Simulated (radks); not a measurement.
Neutral mercury, [Hg]. Method: non-relativistic Kohn-Sham, PBE, spin-polarised, spherical densities, point nucleus; computed with a radial shooting solver on a logarithmic mesh with Libxc functionals. Every spin shell is full or empty, so the densities are truly spherical. Functionals are evaluated on that one density, not self-consistently. Rank these orbital-free kinetic functionals by their error against the exact value of the orbitals, and give that value: Thomas-Fermi, von Weizsacker, TF + vW/9, TF + vW/5, LC94, APBEK, revAPBEK, Thakkar, Pearson, PG1, Ernzerhof.

Answer. Exact: 18408.3 hartree. From best to worst, with 100 (|E| - |E exact|)/|E exact| (equal figures are ties): LC94 +0.02, APBEK +0.04, revAPBEK +0.18, Ernzerhof -0.48, TF + vW/9 -0.69, Thakkar -0.78, Pearson -0.84, TF + vW/5 +2.46, Thomas-Fermi -4.62, PG1 +12.40, von Weizsacker -64.60.
